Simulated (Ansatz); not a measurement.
Harmonic frequencies (cm⁻¹) at PBE0-D4/def2-TZVP from Ansatz: 19, 74, 77, 181, 262, 370, 384, 474, 488, 512, 596, 619, 679, 847, 867, 880, 932, 935, 989, 2226, 2227, 2229, 2244, 2249.

Q: Which molecule is it?
A. `FC(F)=N[SiH3]`
B. `[SiH3][Ga]1[O][SiH2][S]1`
C. `BCC=O`
D. `CB(N)P`

A: B.
